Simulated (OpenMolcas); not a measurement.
# Ge II: thermal populations, the spin-orbit constant, worked from levels

* Program: OpenMolcas
* Basis: ANO-R1 [5s4p3d1f]
* Scalar Hamiltonian: X2C, finite nucleus
* Active space: 3 electrons in 8 orbitals (4s 4p 5s 5p)
* State averaging: 2S+1 = 4 odd, 3 roots; 2S+1 = 2 odd, 6 roots; 2S+1 = 4 even, 3 roots; 2S+1 = 2 even, 7 roots
* Spin-orbit coupling: state interaction with AMFI integrals over the reference wave functions, term energies averaged over their components

Methods: CASSCF; MS-CASPT2, IPEA 0.25 Eh, imaginary shift 0.1 Eh (closed shells correlated: 3d). Measured levels: NIST Handbook of Basic Atomic Spectroscopic Data.

**Thermal populations.** Z = Σ (2J + 1) exp(-E/kT) with k = 0.695035 cm-1/K, over the levels below. No other level of either list lies under 62400 cm-1, which is above 7 kT at each temperature.

```json
{"Level": "4s² 4p ²P°_1/2", "2J + 1": "2", "MS-CASPT2": "0.0", "measured": "0.0"}
{"Level": "4s² 4p ²P°_3/2", "2J + 1": "4", "MS-CASPT2": "1570", "measured": "1767"}
{"Level": "4s 4p² ⁴P_1/2", "2J + 1": "2", "MS-CASPT2": "48190", "measured": "51576"}
{"Level": "4s 4p² ⁴P_3/2", "2J + 1": "4", "MS-CASPT2": "48840", "measured": "52291"}
{"Level": "4s 4p² ⁴P_5/2", "2J + 1": "6", "MS-CASPT2": "49830", "measured": "53367"}
```

```
T (K)  Z, MS-CASPT2  Z, measured levels  Ground level (%), MS-CASPT2  Ground level (%), measured levels
 5000         4.546               4.406                         44.0                               45.4
 8000         5.018               4.912                         39.9                               40.7
12000         5.347               5.258                         37.4                               38.0
```

At 12000 K, kT = 8340 cm-1, and the computed levels give Z = 2.000 + 3.314 + 0.006 + 0.011 + 0.015 = 5.347.

**The spin-orbit constant.** For the Hund term ²P° of p1, E(J) = (A/2) J(J+1) + constant and ζ = 2S·A = A. From J = 1/2 to J = 3/2 the energy changes by 1.5 A.

| Source | E(3/2) - E(1/2) | A | ζ |
| --- | --- | --- | --- |
| CASSCF | 1527.1 | 1018.1 | 1018 |
| MS-CASPT2 | 1569.9 | 1046.6 | 1047 |
| measured | 1767.4 | 1178.3 | 1178 |

All in cm-1. MS-CASPT2 is off by -11.2 % and CASSCF by -13.6 %. Both methods take the spin-orbit matrix elements from the reference wave functions, so the second can move ζ only through the term energies and any multistate remixing.

Over all roots computed the reference weight is 0.91 to 0.97 in MS-CASPT2; the roots of lowest weight are the least certain, and an intruder state may touch them. The run also gave levels led by 4s 4p 5s, 4s² 5p, 4s² 5s, which use shells meant for correlation; these and all levels above them are left out. Terms of s pⁿ other than that of highest spin mix with s² pⁿ⁻² d, which this space lacks; all of them can be thousands of cm-1 off, and some have no real level of that name. Without dynamic correlation excited terms often stand tens of per cent too high (terms of higher spin than the ground term too low), and those without a measured partner can miss by more than the paired ones (holds for CASSCF). Computed and measured levels are paired by configuration, term and J; levels that our copy of the source lacks, or whose pairing is in doubt (as where it misses far off the trend of its configuration), stay unpaired and out of the deviations. Only configurations of the active space appear.

° marks odd parity.
